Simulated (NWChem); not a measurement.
# CH₆OSi; SMILES C[SiH2]O

```xyz
9

Si     0.4543     0.1230    -0.0137
C     -0.4306    -1.5386    -0.0336
O     -0.5875     1.4291    -0.0872
H      1.3144     0.2606    -1.2150
H      1.3102     0.1895     1.2099
H     -1.0783    -1.6727     0.8412
H      0.3029    -2.3552    -0.0270
H     -1.0492    -1.6499    -0.9312
H     -1.1645     1.5617     0.6773
```
Atoms are numbered in this order, from 1.

All runs: NWChem. All runs use the structure optimised with B3LYP/6-31G* (spherical d). Level: PBE/def2-SVP with SMD (1 M gas to 1 M solution), gas-phase geometry. Reactions with the solvent are ignored.

Problem. Predict the results for solvent water. Quantities: solvation free energy (kcal/mol); cavity-dispersion-structure term (kcal/mol); dipole in solution (D).

Solution. 
```yaml
solvation free energy (kcal/mol): -2.6
cavity-dispersion-structure term (kcal/mol): 3.1
dipole in solution (D): 2.29
```
